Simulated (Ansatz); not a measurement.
Coupled-cluster diagnostics for the cluster Si₅Cl₂, Ansatz.

Geometry of the singlet (r2SCAN-D4/def2-SVP):

```xyz
7

Si   -0.595   -1.920   -0.879
Si    0.268   -0.701    0.996
Si    0.211    2.845   -0.855
Si    0.415    0.579   -1.068
Si    0.113    1.593    1.070
Cl   -2.545   -1.042   -0.938
Cl    2.134   -1.353    1.675
```

Correlated methods freeze 35 core orbitals. The structure comes from a short search, and lower isomers may exist.

Task: Estimate the CCSD(T) correlation energy, the shares of MP2 and (T), T1 and the reference's ⟨S²⟩ for: charge 0, singlet, own geometry in def2-SVP; charge 1, doublet, vertical in def2-SVP; and the rough time on 4 threads of Intel Xeon on a shared host.

Result: 
```
                          state     basis  correlation (eV)  MP2 share (%)  (T) share (%)     T1  ⟨S²⟩ (pure)  wall time                  remarks
charge 0, singlet, own geometry  def2-SVP           -22.039           89.1            5.4  0.019  0.00 (0.00)       28 s  restricted SCF unstable
    charge 1, doublet, vertical  def2-SVP           -21.701           87.8            5.9  0.035  0.99 (0.75)       63 s        spin-contaminated
```
Customary marks for T1 are 0.02 (closed shells), 0.045 (open shells) and about 0.05 (3d metals). T1 exceeds 0.02 in 1 of 2 rows and 0.045 in 0; the higher it lies, the less the single-reference result can be trusted.
